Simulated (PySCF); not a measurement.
PySCF job for C₅H₆Se, SMILES [C@H]1(C#C)C[C@H]1[SeH], PBE0/pcSseg-1. The structure is a stationary point at PBE0-D3(BJ)/def2-SVP. The structure was generated by enumeration; whether it is a known compound was not checked. Other conformers were not sampled.

```python
import numpy as np
from pyscf import gto, scf, dft
from pyscf.prop.nmr import rks as nmr

mol = gto.M(
    atom='''
    C     2.74738992   -0.95859161    0.40081531
    C     1.59557271   -1.27224640    0.19323304
    C     0.24227347   -1.66784852   -0.08225405
    C    -0.86113686   -1.45894764    0.92399359
    C    -0.85436553   -0.64890708   -0.33285912
    Se   -0.52594366    1.23942011   -0.20691654
    H     3.76469565   -0.67485337    0.59581948
    H     0.16256826   -2.56990686   -0.69970869
    H    -1.61152790   -2.24641525    1.02989346
    H    -0.58440590   -0.95197850    1.85163930
    H    -1.57607702   -0.92539941   -1.10620700
    H     0.50842941    1.26751727   -1.25384685
    ''',
    basis='pcSseg-1',
    charge=0,
    spin=0,
    max_memory=1600,
    verbose=3,
)
mf = dft.RKS(mol, xc='pbe0')
mf.grids.level = 3
mf.conv_tol = 1e-10
mf.max_cycle = 100
mf.kernel()
n = nmr.NMR(mf)
n.verbose = 2
n.max_cycle_cphf = 60
sigma = n.kernel()
print('atom   isotropic/ppm   span/ppm')
for i, s in enumerate(sigma):
    w = np.linalg.eigvalsh((s + s.T) / 2)
    print(f'{mol.atom_symbol(i):2s}{i + 1:3d} {w.mean():14.3f} {w[2] - w[0]:11.3f}')
```

It prints:

```
converged SCF energy = -2594.78559698737
atom   isotropic/ppm   span/ppm
C   1        109.936     229.666
C   2         98.128     293.550
C   3        173.765      78.796
C   4        165.022      61.650
C   5        167.727      74.534
Se  6       1756.214     906.476
H   7         29.454      16.542
H   8         29.771      18.589
H   9         30.143      15.927
H  10         30.553      12.660
H  11         29.372      20.581
H  12         28.506      21.173
```

Self-consistency was reached.

Cost: about 60 core-seconds (a rough figure).
